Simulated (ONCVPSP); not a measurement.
hafnium: one change to an ONCV potential, before and after

hafnium, optimised norm-conserving Vanderbilt (ONCV), made with ONCVPSP 4.0.1 (PW91, fully relativistic). Core [Kr] 4d10 4f14, reference 5s2 5p6 5d2 6s1 (charge +1). Waves: 5s+6s: rc 1.50 bohr, ncon 4, nbas 7, qcut 6.9 1/bohr, 2 projectors; 5p: rc 2.15 bohr, ncon 3, nbas 6, qcut 6.6 1/bohr, 3 projectors, debl 1 Ha; 5d: rc 2.60 bohr, ncon 4, nbas 9, qcut 5.9 1/bohr, 1 projector; f scattering state at 0.21 Ha: rc 2.30 bohr, ncon 4, nbas 7, qcut 5.3 1/bohr, 2 projectors, debl 1.1 Ha. Local part: polynomial inside 1.30 bohr (lpopt 5, dvloc0 0 Ha). Core correction: Teter function, fcfact 2.75, rcfact 1.7.

Open shells are filled in proportion to 2j + 1.

In the p channel the program set the typed energies aside and used -1.484, 0.250, 1.250 Ha (j = l + 1/2; the other j can differ).

Change: all radii but the core radius scaled by about 1.28 (s 1.92, p 2.74, d 3.32, f 2.94 bohr); local potential polynomial inside 1.66 bohr (lpopt 5, dvloc0 0 Ha). In the p channel the program set the typed energies aside and used -1.484, 0.050, 1.050 Ha (j = l + 1/2; the other j can differ).

Cutoffs: the cutoffs (Ha) at which the residual kinetic energy of the hardest occupied pseudo-wave falls to 1 and 0.1 mHa per electron; they do not see the model core or the augmentation charge, which bear on the density cutoff. Errors are all-electron minus pseudo energies relative to the spin-unpolarised reference configuration.

Problem. How do hardness, ghosts and transferability respond?

Solution. The potential gets softer (21 Ha and 32 Ha → 16 Ha and 19 Ha); the bound ghost in f disappears; of the 4 tests that both files solve, the error grows in 2 and shrinks in 1 by more than 15 % and 0.3 meV (median size 0.2 → 3.2 meV). A larger radius leaves more room for a smooth pseudo-wave, so fewer plane waves are needed.

```tsv
quantity	base	changed
cutoff, loose	21 Ha	16 Ha
cutoff, tight	32 Ha	19 Ha
loose cutoff by channel	s 21 Ha, p 12 Ha, d 11 Ha	s 16 Ha, p 10 Ha, d 9.4 Ha
bound ghosts	f7/2, f5/2	none
GHOST(+) flags under 300 eV	s at 193.8 eV	none
error for 5s2 5p6 5d2 6s2, meV [ΔE -8.03 eV]	-0.3	-1.2
error for 5s2 5p6 5d2 6s0, meV [ΔE 14.22 eV]	0.0	-5.3
error for 5s2 5p6 5d1 6s0, meV [ΔE 36.08 eV]	-61	-50
error for 5s2 5p6 5d2 6s1.5, meV [ΔE -4.75 eV]	-0.2	-0.5
rms error of d²Exc/dni dnj with the model core, mHa	3.10	3.07
```

 A true bound ghost makes a file unfit for plane-wave use even where its test errors are small: the radial tests pick states by their node count and pass the ghost by.
